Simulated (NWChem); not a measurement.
CH5BrOSi; SMILES Br[SiH2]OC

```xyz
9

Si     0.9788    -0.5675     0.0391
Br    -0.1475     1.3600    -0.0084
O      0.0283    -1.8143    -0.4678
C     -1.1615    -2.2486     0.1383
H      2.1108    -0.4787    -0.9118
H      1.4209    -0.7573     1.4499
H     -1.0054    -2.5335     1.1945
H     -1.5267    -3.1318    -0.4057
H     -1.9423    -1.4693     0.1005
```
Atoms are numbered in this order, from 1.

Level: PBE0/def2-SVP (NWChem), optimised geometry, unscaled harmonic frequencies. This build's default masses of Se (78.918 u) and Br (79.917 u) are each other's, which moves their modes by up to 0.6 %.

Question: List the harmonic frequencies with IR intensities, and the thermochemistry.

Answer: 
```tsv
frequency (cm⁻¹)	IR intensity (km/mol)
78	3.1
101	0.1
177	7.0
275	4.3
432	65.1
610	35.3
737	15.0
785	29.7
890	345.9
943	127.1
1176	95.8
1179	5.8
1225	181.9
1473	7.0
1475	1.5
1478	10.6
2247	101.6
2304	90.3
3024	52.5
3109	26.0
3154	19.6
```

```yaml
zero_point_energy: 38.4 kcal/mol
thermal correction to the enthalpy at 298.15 K (with zero-point energy): 42.9 kcal/mol
heat capacity Cv: 19.1 cal/(mol K)
entropy at 298.15 K and 1 atm (symmetry number 1): 81.4 cal/(mol K)
dipole_moment: 1.57 D
```

Rigid rotor and harmonic oscillator; modes under 100 cm⁻¹ make the entropy uncertain.
